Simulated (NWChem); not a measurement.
System: C3H3N2, doublet; SMILES [N]1C=CN=C1

Here is an NWChem input.

```
start job
memory heap 200 mb stack 900 mb global 1100 mb
geometry units angstroms
  C     -1.005395    -0.462712     0.332877
  C     -0.807503     0.731042    -0.386300
  N      0.510327     0.884842    -0.554170
  C      1.091854    -0.161586     0.032185
  N      0.199511    -0.989915     0.575080
  H     -1.908219    -0.933996     0.664825
  H     -1.514516     1.440642    -0.765756
  H      2.150599    -0.318475     0.063431
end
basis spherical
  * library def2-svp
end
dft
  odft
  mult 2
  xc pbe0
  iterations 150
end
driver
  maxiter 120
end
task dft optimize
task dft freq
```

Excerpt of the output:

```
             Northwest Computational Chemistry Package (NWChem) 7.3.0
             --------------------------------------------------------

 C2V symmetry detected

                             Geometry "geometry" -> ""
                             -------------------------

 Output coordinates in angstroms (scale by  1.889725989 to convert to a.u.)

  No.       Tag          Charge          X              Y              Z
 ---- ---------------- ---------- -------------- -------------- --------------
    1 C                    6.0000    -0.70381535     0.00000000    -0.89852303
    2 C                    6.0000     0.70381535     0.00000000    -0.89852303
    3 N                    7.0000     1.10527407     0.00000000     0.37712858
    4 C                    6.0000     0.00000000     0.00000000     1.12240492
    5 N                    7.0000    -1.10527407     0.00000000     0.37712858
    6 H                    1.0000    -1.40004153     0.00000000    -1.71256007
    7 H                    1.0000     1.40004153     0.00000000    -1.71256007
    8 H                    1.0000     0.00000000     0.00000000     2.19316680

 Effective nuclear repulsion energy (a.u.)     155.1616544607

      Symmetry information
      --------------------

 Group name             C2v
 Group number             16
 Group order               4
 No. of unique centers     5

                                Z-matrix (autoz)
                                --------

 Units are Angstrom for bonds and degrees for angles

[...]

      ----------------------
      Optimization converged
      ----------------------

  Step       Energy      Delta E   Gmax     Grms     Xrms     Xmax
  ---- ---------------- -------- -------- -------- -------- --------
@    5    -225.10247966 -5.6D-07  0.00001  0.00000  0.00051  0.00126
                                     ok       ok       ok       ok

                                Z-matrix (autoz)
                                --------

 Units are Angstrom for bonds and degrees for angles

[...]

 Rotational Constants
 --------------------
 A=   0.362863 cm-1  (  0.522068 K)
 B=   0.316856 cm-1  (  0.455876 K)
 C=   0.169151 cm-1  (  0.243366 K)

 Temperature                      =   298.15K
 frequency scaling parameter      =   1.0000

 Zero-Point correction to Energy  =   35.780 kcal/mol  (  0.057020 au)
 Thermal correction to Energy     =   37.951 kcal/mol  (  0.060479 au)
 Thermal correction to Enthalpy   =   38.543 kcal/mol  (  0.061422 au)

 Total Entropy                    =   62.711 cal/mol-K
   - Translational                =   38.508 cal/mol-K (mol. weight =  67.0296)
   - Rotational                   =   22.545 cal/mol-K (symmetry #  =        2)
   - Vibrational                  =    1.658 cal/mol-K

 Cv (constant volume heat capacity) =   11.398 cal/mol-K
   - Translational                  =    2.979 cal/mol-K
   - Rotational                     =    2.979 cal/mol-K
   - Vibrational                    =    5.439 cal/mol-K

[normal modes left out]

 ----------------------------------------------------------------------------
 Normal Eigenvalue ||           Projected Infra Red Intensities
  Mode   [cm**-1]  || [atomic units] [(debye/angs)**2] [(KM/mol)] [arbitrary]
 ------ ---------- || -------------- ----------------- ---------- -----------
    1      -89.057 ||    0.084134           1.941        82.018      30.474
    2       -0.000 ||    0.000002           0.000         0.002       0.001
    3       -0.000 ||    0.000023           0.001         0.022       0.008
    4        0.000 ||    0.000000           0.000         0.000       0.000
    5        0.000 ||    0.000012           0.000         0.012       0.004
    6        0.000 ||    0.000012           0.000         0.011       0.004
    7        0.000 ||    0.000007           0.000         0.007       0.003
    8      662.839 ||    0.000000           0.000         0.000       0.000
    9      703.553 ||    0.461410          10.645       449.805     167.126
   10      767.945 ||    0.046353           1.069        45.188      16.790
   11      805.628 ||    0.019141           0.442        18.659       6.933
   12      860.080 ||    0.000000           0.000         0.000       0.000
   13      902.395 ||    0.006105           0.141         5.952       2.211
   14     1073.231 ||    0.014081           0.325        13.726       5.100
   15     1116.354 ||    0.005310           0.122         5.176       1.923
   16     1218.592 ||    0.000904           0.021         0.881       0.327
   17     1242.415 ||    0.004928           0.114         4.804       1.785
   18     1343.631 ||    0.001278           0.029         1.246       0.463
   19     1430.239 ||    0.002002           0.046         1.952       0.725
   20     1440.598 ||    0.000690           0.016         0.673       0.250
   21     1567.654 ||    0.003791           0.087         3.695       1.373
   22     3281.730 ||    0.008103           0.187         7.899       2.935
   23     3304.392 ||    0.000028           0.001         0.028       0.010
   24     3319.496 ||    0.004290           0.099         4.182       1.554
 ----------------------------------------------------------------------------

 ===============================================================================
      Negative Nuclear Hessian Mode    1  Eigenvalue =    -89.06 cm**(-1)
 -------------------------------------------------------------------------------
   Raw step length:  0.158 angstroms ;  The Raw step for this mode is:
    1 C                    6.0000     0.00000000     0.02869974     0.00000000
    2 C                    6.0000     0.00000000     0.02869965    -0.00000001
    3 N                    7.0000    -0.00000000    -0.07061473    -0.00000001
    4 C                    6.0000    -0.00000001     0.09869334    -0.00000000
    5 N                    7.0000     0.00000001    -0.07061486     0.00000001
    6 H                    1.0000     0.00000002     0.03030052    -0.00000002
    7 H                    1.0000    -0.00000001     0.03029975    -0.00000002
    8 H                    1.0000    -0.00000006     0.04312320    -0.00000001

  Geometry after  100.0% step for mode  1; Step length =  0.158 angstroms
   Maximum component (any atom: x,y, or z) displacement:  0.187
    1 C                    6.0000    -0.68425209     0.02869974    -0.94072329
    2 C                    6.0000     0.68425210     0.02869965    -0.94072330
    3 N                    7.0000     1.05423532    -0.07061473     0.37614601
    4 C                    6.0000    -0.00000001     0.09869334     1.18154324
    5 N                    7.0000    -1.05423531    -0.07061486     0.37614603
    6 H                    1.0000    -1.42524533     0.03030052    -1.73640063
    7 H                    1.0000     1.42524533     0.03029975    -1.73640064
    8 H                    1.0000    -0.00000006     0.04312320     2.26807521

  Geometry after -100.0% step for mode  1; Step length =  0.158 angstroms
   Maximum component (any atom: x,y, or z) displacement:  0.187
    1 C                    6.0000    -0.68425210    -0.02869974    -0.94072329
    2 C                    6.0000     0.68425209    -0.02869965    -0.94072328
    3 N                    7.0000     1.05423532     0.07061473     0.37614603
    4 C                    6.0000     0.00000001    -0.09869334     1.18154324
    5 N                    7.0000    -1.05423533     0.07061486     0.37614601
    6 H                    1.0000    -1.42524536    -0.03030052    -1.73640060
    7 H                    1.0000     1.42524535    -0.03029975    -1.73640059
    8 H                    1.0000     0.00000006    -0.04312320     2.26807522

  Geometry after   50.0% step for mode  1; Step length =  0.079 angstroms
   Maximum component (any atom: x,y, or z) displacement:  0.093
    1 C                    6.0000    -0.68425210     0.01434987    -0.94072329
    2 C                    6.0000     0.68425210     0.01434982    -0.94072330
    3 N                    7.0000     1.05423532    -0.03530737     0.37614602
    4 C                    6.0000    -0.00000001     0.04934667     1.18154324
    5 N                    7.0000    -1.05423531    -0.03530743     0.37614603
    6 H                    1.0000    -1.42524534     0.01515026    -1.73640062
    7 H                    1.0000     1.42524534     0.01514987    -1.73640063
    8 H                    1.0000    -0.00000003     0.02156160     2.26807521

  Geometry after  -50.0% step for mode  1; Step length =  0.079 angstroms
   Maximum component (any atom: x,y, or z) displacement:  0.093
    1 C                    6.0000    -0.68425210    -0.01434987    -0.94072329
    2 C                    6.0000     0.68425210    -0.01434982    -0.94072329
    3 N                    7.0000     1.05423532     0.03530737     0.37614602
    4 C                    6.0000     0.00000001    -0.04934667     1.18154324
    5 N                    7.0000    -1.05423533     0.03530743     0.37614601
    6 H                    1.0000    -1.42524535    -0.01515026    -1.73640061
    7 H                    1.0000     1.42524535    -0.01514987    -1.73640060
    8 H                    1.0000     0.00000003    -0.02156160     2.26807522

  Geometry after  107.2% step for mode  1; Step length =  0.170 angstroms
   Maximum component (any atom: x,y, or z) displacement:  0.200
    1 C                    6.0000    -0.68425209     0.03077665    -0.94072329
    2 C                    6.0000     0.68425210     0.03077654    -0.94072330
    3 N                    7.0000     1.05423532    -0.07572488     0.37614601
    4 C                    6.0000    -0.00000002     0.10583545     1.18154324
    5 N                    7.0000    -1.05423531    -0.07572502     0.37614604
    6 H                    1.0000    -1.42524532     0.03249327    -1.73640064
    7 H                    1.0000     1.42524533     0.03249244    -1.73640064
    8 H                    1.0000    -0.00000007     0.04624388     2.26807521

  Geometry after -107.2% step for mode  1; Step length =  0.170 angstroms
   Maximum component (any atom: x,y, or z) displacement:  0.200
    1 C                    6.0000    -0.68425210    -0.03077665    -0.94072329
    2 C                    6.0000     0.68425209    -0.03077654    -0.94072328
    3 N                    7.0000     1.05423532     0.07572488     0.37614603
    4 C                    6.0000     0.00000002    -0.10583545     1.18154324
    5 N                    7.0000    -1.05423533     0.07572502     0.37614601
    6 H                    1.0000    -1.42524537    -0.03249327    -1.73640060
    7 H                    1.0000     1.42524536    -0.03249244    -1.73640059
    8 H                    1.0000     0.00000007    -0.04624388     2.26807522

  Geometry after   53.6% step for mode  1; Step length =  0.085 angstroms
   Maximum component (any atom: x,y, or z) displacement:  0.100
    1 C                    6.0000    -0.68425210     0.01538832    -0.94072329
    2 C                    6.0000     0.68425210     0.01538827    -0.94072330
    3 N                    7.0000     1.05423532    -0.03786244     0.37614602
    4 C                    6.0000    -0.00000001     0.05291772     1.18154324
    5 N                    7.0000    -1.05423531    -0.03786251     0.37614603
    6 H                    1.0000    -1.42524533     0.01624663    -1.73640063
    7 H                    1.0000     1.42524534     0.01624622    -1.73640063
    8 H                    1.0000    -0.00000003     0.02312194     2.26807521

  Geometry after  -53.6% step for mode  1; Step length =  0.085 angstroms
   Maximum component (any atom: x,y, or z) displacement:  0.100
    1 C                    6.0000    -0.68425210    -0.01538832    -0.94072329
    2 C                    6.0000     0.68425210    -0.01538827    -0.94072329
    3 N                    7.0000     1.05423532     0.03786244     0.37614602
    4 C                    6.0000     0.00000001    -0.05291772     1.18154324
    5 N                    7.0000    -1.05423533     0.03786251     0.37614601
    6 H                    1.0000    -1.42524535    -0.01624663    -1.73640061
    7 H                    1.0000     1.42524535    -0.01624622    -1.73640060
    8 H                    1.0000     0.00000003    -0.02312194     2.26807522
```

Level: PBE0/def2-SVP, spin-unrestricted. The optimisation ended at a saddle point (imaginary frequency).
